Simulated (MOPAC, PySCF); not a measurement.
H₄B₂Si, SMILES `[H]/B=[SiH]\B`, neutral singlet in the gas phase. 

Cartesian coordinates (Å):
SMILES: [SiH](=B/[H])/B
```xyz
7

B      1.7176    -0.0354     0.3305
Si     0.1286     0.8261    -0.0044
B     -1.2558    -0.5041    -0.2230
H      2.6558    -0.7157     0.5341
H      0.0821     2.2992    -0.0646
H     -2.3898    -0.2230    -0.4502
H     -0.9385    -1.6471    -0.1224
```
Charge 0, spin multiplicity 1.

All levels are single points at this geometry (B3LYP-D3(BJ)/def2-TZVP); Pople sets use spherical d functions. Orbital energies aren't observables, and empty levels follow the basis.

HF/STO-3G in PySCF gives HOMO (eV) = -4.42.

Question: Estimate the HOMO (eV) from each of these levels: B3LYP-D3(BJ)/def2-TZVP in PySCF; PBE-D3(BJ)/def2-TZVP in PySCF; B3LYP/3-21G in PySCF; B3LYP/6-311+G** in PySCF; B3LYP/6-31G* in PySCF; B3LYP/LANL2DZ in PySCF; BP86/6-31G* in PySCF; M06-2X/6-31G* in PySCF; HF/3-21G in PySCF; HF/6-31G* in PySCF; AM1 in MOPAC; PM6 in MOPAC.

Answer: 
```json
[
 {"level": "B3LYP-D3(BJ)/def2-TZVP in PySCF", "HOMO (eV)": "-6.09"},
 {"level": "PBE-D3(BJ)/def2-TZVP in PySCF", "HOMO (eV)": "-5.55"},
 {"level": "B3LYP/3-21G in PySCF", "HOMO (eV)": "-6.09"},
 {"level": "B3LYP/6-311+G** in PySCF", "HOMO (eV)": "-6.11"},
 {"level": "B3LYP/6-31G* in PySCF", "HOMO (eV)": "-5.91"},
 {"level": "B3LYP/LANL2DZ in PySCF", "HOMO (eV)": "-6.17"},
 {"level": "BP86/6-31G* in PySCF", "HOMO (eV)": "-5.46"},
 {"level": "M06-2X/6-31G* in PySCF", "HOMO (eV)": "-6.90"},
 {"level": "HF/3-21G in PySCF", "HOMO (eV)": "-7.75"},
 {"level": "HF/6-31G* in PySCF", "HOMO (eV)": "-7.58"},
 {"level": "AM1 in MOPAC", "HOMO (eV)": "-8.29"},
 {"level": "PM6 in MOPAC", "HOMO (eV)": "-7.36"}
]
```
